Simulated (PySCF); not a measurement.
A geometry optimisation, step by step.

Species: C4H8Ge.
Numbering: `[CH3:1][C:2]#[C:3][CH2:4][GeH3:5]` (hydrogens: H6, H7, H8 on C1; H9, H10 on C4; H11, H12, H13 on Ge5)

Method: PBE0-D3(BJ)/def2-SVP geometry optimisation, gas phase (PySCF 2.14.0); density fitting, grid level 1; the optimiser is geomeTRIC in internal coordinates, started from a GFN2-xTB structure with every atom displaced at random (about 0.01 Å). The frame can shift and turn from step to step; on so coarse a grid that alone can change the energy by a few meV, and forces under 0.02 eV/Å are noise.

Step 0: E = -60772.3750 eV, largest atomic force 2.249 eV/Å
```
atom  x, y, z in Å  |  force x, y, z in eV/Å
C1      2.742    0.633   -0.264   -1.567   0.963  -0.272
C2      1.431    0.070    0.051    0.627   0.074  -0.144
C3      0.362   -0.428    0.320    1.506   0.611  -0.294
C4     -0.870   -1.004    0.641   -2.120  -0.088   0.746
Ge5    -2.402    0.116   -0.009    0.517  -0.329   0.543
H6      3.280    0.857    0.643    0.561   0.061   0.606
H7      2.590    1.597   -0.801    0.220  -0.289   0.123
H8      3.311   -0.015   -0.903    0.585  -0.593  -0.455
H9     -0.981   -1.991    0.205   -0.097  -0.579  -0.296
H10    -0.994   -1.137    1.737   -0.021   0.098  -0.240
H11    -3.724   -0.511    0.355   -0.520  -0.388   0.204
H12    -2.359    1.484    0.625    0.134   0.484   0.321
H13    -2.379    0.315   -1.490    0.175  -0.026  -0.842
```

Step 1: E = -60772.5230 eV, largest atomic force 0.532 eV/Å
```
atom  x, y, z in Å  |  force x, y, z in eV/Å
C1      2.359    0.633   -0.327    0.280  -0.139  -0.008
C2      1.110   -0.015    0.026   -0.008   0.059   0.006
C3      0.066   -0.548    0.334   -0.457  -0.253   0.104
C4     -1.212   -1.159    0.697    0.497   0.075  -0.131
Ge5    -2.721    0.030    0.274   -0.149   0.058  -0.179
H6      2.949    0.874    0.576   -0.051  -0.027  -0.113
H7      2.186    1.571   -0.873   -0.015   0.081  -0.043
H8      2.981   -0.019   -0.971   -0.098   0.120   0.124
H9     -1.355   -2.116    0.166   -0.033   0.075  -0.021
H10    -1.229   -1.393    1.769   -0.048  -0.010   0.171
H11    -4.051   -0.649    0.699    0.145   0.095  -0.049
H12    -2.563    1.381    1.011   -0.008  -0.154  -0.069
H13    -2.716    0.260   -1.260   -0.057   0.018   0.208
```

Step 2: E = -60772.5331 eV, largest atomic force 0.172 eV/Å
```
atom  x, y, z in Å  |  force x, y, z in eV/Å
C1      2.359    0.632   -0.329    0.025  -0.017  -0.017
C2      1.107   -0.015    0.031   -0.014   0.036   0.009
C3      0.064   -0.552    0.342   -0.079  -0.063   0.016
C4     -1.205   -1.161    0.702    0.170   0.023   0.015
Ge5    -2.718    0.028    0.265   -0.002  -0.026  -0.037
H6      2.952    0.877    0.567   -0.007  -0.001  -0.005
H7      2.184    1.570   -0.880   -0.004  -0.005   0.005
H8      2.978   -0.019   -0.967   -0.015   0.007   0.010
H9     -1.350   -2.114    0.167   -0.024   0.007  -0.010
H10    -1.234   -1.393    1.780   -0.041   0.021  -0.013
H11    -4.042   -0.642    0.686   -0.008  -0.005   0.003
H12    -2.560    1.363    1.008    0.011   0.013   0.017
H13    -2.729    0.277   -1.253   -0.011   0.010   0.006
```

Step 3: E = -60772.5340 eV, largest atomic force 0.039 eV/Å
```
atom  x, y, z in Å  |  force x, y, z in eV/Å
C1      2.357    0.632   -0.330   -0.008   0.002  -0.005
C2      1.106   -0.013    0.035   -0.011   0.022   0.005
C3      0.065   -0.553    0.346    0.008  -0.022   0.002
C4     -1.202   -1.162    0.703    0.039  -0.004   0.002
Ge5    -2.715    0.026    0.262    0.000  -0.003   0.003
H6      2.951    0.880    0.564    0.003   0.002   0.006
H7      2.181    1.568   -0.883    0.001  -0.004   0.002
H8      2.974   -0.021   -0.967    0.003  -0.008  -0.007
H9     -1.349   -2.114    0.167   -0.009  -0.003   0.000
H10    -1.241   -1.390    1.781   -0.019   0.012  -0.008
H11    -4.039   -0.644    0.681   -0.008  -0.007   0.003
H12    -2.555    1.359    1.013    0.003   0.007   0.008
H13    -2.728    0.285   -1.253   -0.001   0.004  -0.010
```

Step 4: E = -60772.5342 eV, largest atomic force 0.023 eV/Å
```
atom  x, y, z in Å  |  force x, y, z in eV/Å
C1      2.357    0.632   -0.331   -0.006   0.001   0.002
C2      1.106   -0.012    0.037   -0.006   0.014   0.001
C3      0.066   -0.555    0.349    0.021  -0.010   0.000
C4     -1.200   -1.162    0.704   -0.014  -0.004  -0.009
Ge5    -2.714    0.026    0.261    0.001   0.003   0.007
H6      2.952    0.883    0.562    0.002   0.000   0.002
H7      2.180    1.566   -0.886    0.001  -0.001  -0.001
H8      2.972   -0.024   -0.967    0.002  -0.003  -0.004
H9     -1.349   -2.114    0.168    0.000  -0.002   0.004
H10    -1.247   -1.389    1.782   -0.001   0.004   0.000
H11    -4.038   -0.647    0.678    0.000  -0.002   0.000
H12    -2.553    1.356    1.017   -0.001   0.000   0.001
H13    -2.728    0.290   -1.254    0.001   0.001  -0.003
```

Task: Summarise the path.

Result: The energy falls by 0.1592 eV from step 0 to step 4; nine tenths of that is first reached at step 1. It falls at every step. The largest force goes from 2.249 to 0.023 eV/Å. Among the bonds C3–C4 changes most, from 1.397 to 1.449 Å; the atoms move by 0.077 Å rms after alignment.

Task: Follow the three bonds and two angles with the largest change from start to end.

Result: 
```csv
step,E above end (eV),largest force (eV/Å),C3–C4 (Å),Ge5–H13 (Å),Ge5–H11 (Å),H6–C1–H8 (°),C4–Ge5–H13 (°)
0,0.1592,2.249,1.397,1.495,1.507,111.2,112.6
1,0.0112,0.532,1.462,1.551,1.553,107.7,107.4
2,0.0011,0.172,1.453,1.539,1.542,107.5,108.7
3,0.0002,0.039,1.450,1.538,1.542,107.6,109.1
4,0.0000,0.023,1.449,1.538,1.542,107.6,109.3
```

What follows is the cost of the whole optimisation. The run took 35 s of wall time on Arm Neoverse V1, one thread (shared host), and the process peaked at 0.51 GiB of memory.
